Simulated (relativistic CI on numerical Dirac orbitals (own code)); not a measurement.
Tl4+: sensitivity of the levels to the model

Base calculation: Dirac-Coulomb-Breit CI, orbitals from a KLI potential per configuration, QED by a radiative potential, valence Slater integrals scaled by 0.85, P86 correlation energy added to each configuration.

Configurations in the expansion (outside the closed core [Kr] 4d10 4f14 5s2): 5p⁶5d⁹, 5p⁶5d⁸6s, 5p⁶5d⁸5f, 5p⁶5d⁸6p, 5p⁶5d⁸5g, 5p⁶5d⁸7s, 5p⁶5d⁸6d, 5p⁵5d¹⁰, 5p⁶5d⁷6s6p, 5p⁶5d⁸7p, 5p⁶5d⁸7d, 5p⁶5d⁸8s, 5p⁶5d⁸6f, 5p⁶5d⁸8p, 5p⁶5d⁸8d, 5p⁶5d⁷5f6s, 5p⁵5d⁹5f, 5p⁶5d⁷6p6d, 5p⁵5d⁹5g, 5p⁶5d⁷5f5g, 5p⁶5d⁷6s², 5p⁶5d⁶5f6s², 5p⁶5d⁶6s²6p, 5p⁶5d⁶5g6s², 5p⁶5d⁶6s²7s, 5p⁶5d⁶6s²6d. Double excitations out of closed p, d and f shells are left out; levels of such configurations are missing from the list, as are those of other unlisted configurations, and high levels can miss mixing partners.

The lowest level and the first level of each name with at least 55 % of one term (blank where a level has no safe partner in the second run):

```csv
Level,Base (cm⁻¹),Shift (cm⁻¹)
5p⁶5d⁹ ²D5/2,0.0,0.0
5p⁶5d⁹ ²D3/2,18114.1,+139.2
5p⁶5d⁸6s ⁴F9/2,102274.7,-1379.3
5p⁶5d⁸6s ⁴F7/2,109007.9,-595.0
5p⁶5d⁸6s ⁴F5/2,122398.1,-796.8
5p⁶5d⁸6s ²F7/2,123635.4,-144.8
5p⁶5d⁸6s ⁴P1/2,127873.4,+1803.4
5p⁶5d⁸6s ⁴P3/2,130017.5,+265.5
5p⁶5d⁸6s ²G9/2,138557.8,+2123.2
5p⁶5d⁸6s ²G7/2,139457.3,+2170.9
5p⁶5d⁸6s ²P1/2,141221.4,+2682.5
5p⁶5d⁸6s ²S1/2,174754.2,+6012.0
5p⁶5d⁸6p ⁴D°7/2,181793.7,-2528.1
5p⁶5d⁸6p ⁴G°7/2,200089.2,-2351.0
5p⁶5d⁸6p ⁴G°11/2,204977.1,-1685.2
5p⁶5d⁸6p ⁴F°9/2,207907.2,-1216.8
5p⁶5d⁸6p ²F°7/2,208730.1,-1107.1
5p⁶5d⁸6p ⁴P°1/2,209374.9,-1179.6
5p⁶5d⁸6p ²D°5/2,211618.7,-362.2
5p⁶5d⁸6p ²H°9/2,215627.6,+375.9
5p⁶5d⁸6p ⁴G°9/2,222931.6,-1631.5
5p⁶5d⁷6s² ⁴F9/2,229304.3,-1967.5
```

At this charge configurations can still be misplaced by up to about 7 % of their energy. Levels and lines within the n = 5 or 6 shells can be off by up to 10 % or somewhat more, and those that change n by about 2 %, since core polarisation is missing.

(1) One thing was changed in a second run, which moved the levels as shown. Which?
A. Slater integrals left unscaled
B. QED terms removed
C. Breit term removed
D. valence Slater integrals scaled by 0.75
E. configuration mixing switched off

## Answers

(1) A. Slater integrals left unscaled. Scaling acts on the splittings between terms and on the mixing, and leaves the fine structure of pure LS terms nearly alone; in jj coupling it moves the levels of one term differently.

LS names give the leading component of a level, which can be under half, so a name can repeat, a term be missing and a line seem to break the LS rules.
